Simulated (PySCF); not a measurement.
Deuteron quadrupole couplings in `C=C[P@+]1(C)CC[C@@H]1[SiH3]`

C₆H₁₄PSi (charge +1).
Z-matrix (Å and degrees, GFN2-xTB geometry), rows numbered from 1:
```
C 
C   1  1.3254
P   2  1.7935  1  124.22
C   3  1.8104  2  112.05  1    -3.41
C   3  1.8313  2  112.56  1  -136.73
C   5  1.5492  3   89.97  2  -104.36
C   6  1.5519  5   98.59  3   -10.57
Si  7  1.9308  3  119.60  2   -20.98
H   1  1.0778  2  121.10  3   179.55
H   1  1.0777  2  122.83  3    -0.37
H   2  1.0832  1  122.00  3  -179.50
H   4  1.0903  3  108.81  2  -177.91
H   4  1.0904  3  109.63  2    62.61
H   4  1.0907  3  109.76  2   -58.18
H   5  1.0887  3  116.08  2    14.36
H   5  1.0902  3  112.20  2   140.33
H   6  1.0887  5  111.48  3   106.92
H   6  1.0876  5  113.63  3  -131.00
H   7  1.0928  3  107.63  2  -146.74
H   8  1.4617  7  105.17  3   -59.15
H   8  1.4552  7  105.55  3   178.91
H   8  1.4635  7  105.85  3    59.00
```

Level: PBE0/pcSseg-1 (PySCF, non-relativistic); Q(2H) = 0.00286 b; rigid geometry, the same for H and D, with no vibrational averaging.

Task: Rank these positions by the coupling χzz of a deuteron there, largest first.
A. H9 (vinylic hydrogen)
B. H14 (methyl hydrogen)
C. H11 (vinylic hydrogen)
D. H21 (Si–H hydrogen)

Result: A (217 kHz), C (212 kHz), B (203 kHz), D (110 kHz).

Task: Tabulate Vzz, the asymmetry η and χzz = 234.96 MHz × Q × Vzz for every hydrogen position.

Result: 
| atom | bonded to | bond length (Å) | Vzz (au) | η | χzz (kHz) |
| --- | --- | --- | --- | --- | --- |
| H9 | C1 | 1.078 | 0.3234 | 0.02 | 217 |
| H10 | C1 | 1.078 | 0.3254 | 0.03 | 219 |
| H11 | C2 | 1.083 | 0.3159 | 0.09 | 212 |
| H12 | C4 | 1.090 | 0.3031 | 0.03 | 204 |
| H13 | C4 | 1.090 | 0.3029 | 0.02 | 204 |
| H14 | C4 | 1.091 | 0.3022 | 0.02 | 203 |
| H15 | C5 | 1.089 | 0.3065 | 0.01 | 206 |
| H16 | C5 | 1.090 | 0.3041 | 0.01 | 204 |
| H17 | C6 | 1.089 | 0.3020 | 0.02 | 203 |
| H18 | C6 | 1.088 | 0.3061 | 0.02 | 206 |
| H19 | C7 | 1.093 | 0.3039 | 0.03 | 204 |
| H20 | Si8 | 1.462 | 0.1605 | 0.03 | 108 |
| H21 | Si8 | 1.455 | 0.1643 | 0.01 | 110 |
| H22 | Si8 | 1.463 | 0.1595 | 0.04 | 107 |

Task: Average by the element that carries the hydrogen.

Result: on C: 207 kHz over 11 positions, mean bond length 1.087 Å; on Si: 108 kHz over 3 positions, mean bond length 1.460 Å.

Task: How does χzz go with the bond length over the 11 C–H bonds?

Result: A straight-line fit has a slope of -10.8 kHz for each 0.01 Å, with a correlation coefficient of -0.97, over lengths from 1.078 to 1.093 Å. The longer bonds have the smaller couplings here.

Task: Give the 2H NMR doublet splittings at H20 for a magnetic field along the z, y and x axes of the gradient: 3χ/2, 3χ(1 + η)/4, 3χ(1 − η)/4.

Result: With |χ| = 107.8 kHz and η = 0.027: 162, 83 and 79 kHz, to first order and without motion.

The structure is a single GFN2-xTB conformer in the gas phase; no vibrational or solvent corrections. GFN2-xTB bond lengths can be off by several hundredths of an ångström, more for odd bonds, and the gradients follow them. The basis is small and wasn't made for field gradients, so the couplings can be 20 % off.

These values come from a run that also computed NMR shieldings. Time: 79 s; peak memory 1.0 GiB. Hardware: one thread, Arm Neoverse N1 (aarch64), shared host.
